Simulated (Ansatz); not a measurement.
C2H6Si, SMILES `C[Si]C` (lower singlet) (charge 0, multiplicity 1). This singlet lies 1.14 eV below the relaxed triplet at the level frozen-core CCSD(T)/cc-pVTZ // B3LYP-D3(BJ)/def2-TZVP (Ansatz, an electronic-structure program).

Z-matrix (Å, degrees):
```
Si
C 1 1.9052
H 2 1.0903 1 113.52
H 2 1.0944 3 109.47 1 -127.77
H 2 1.1000 3 107.35 4 -115.11
C 1 1.9052 2 97.69 3 -166.36
H 6 1.0903 1 113.52 2 -166.42
H 6 1.0944 7 109.46 1 -127.75
H 6 1.1000 7 107.36 8 -115.11
```
Charge 0, multiplicity 1.

Frozen-core energies in 6-31g from Ansatz at a geometry from B3LYP-D3(BJ)/def2-TZVP; the HF reference has <S^2> = 0.00 (restricted, and unstable towards unrestricted orbitals) and the T1 diagnostic is 0.009.

```tsv
level	energy (Ha)
HF	-368.04185
MP2	-368.26833
CCSD	-368.30871
```

Task: Estimate the energies of CCSD(T), CCSDT and CCSDT(Q), and give each level's difference from CCSDT(Q).

Result: 
```
level     energy (Ha)  difference from CCSDT(Q) (mHa)
--------  -----------  ------------------------------
MP2        -368.26833                           47.19
CCSD       -368.30871                            6.81
CCSD(T)    -368.31444                            1.07
CCSDT      -368.31515                            0.37
CCSDT(Q)   -368.31552                            0.00
```
